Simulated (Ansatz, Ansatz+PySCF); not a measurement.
```xyz
5

N    -0.0153   -0.0321    0.1046
O    -0.3548    0.9900    0.2059
O     3.1024   -0.0135    0.1404
H     3.3250    0.8959    0.3901
H     3.9117   -0.3943   -0.1902
```

Basis set: def2-SVP (spherical functions). Correlated methods keep 3 orbitals frozen. Charge 0, multiplicity 2.

Computed with Ansatz (development build ahead of 0.2.0); each method stands on the lowest determinant of its kind that the runs found.

**Question.** Give the atomization energy at this shape (free ground-state atoms in the same class of orbitals less the molecule, no zero-point energy) of doublet H₂NO₂ by PBE0 (unrestricted), UHF-MP2, UHF.

**Answer.**

```
             method  atomization energy
PBE0 (unrestricted)       1547.6 kJ/mol
            UHF-MP2       1473.9 kJ/mol
                UHF        856.4 kJ/mol
```

Caution: the shape is not the minimum. Caution for PBE0 (unrestricted): charge can spread falsely over distant fragments.
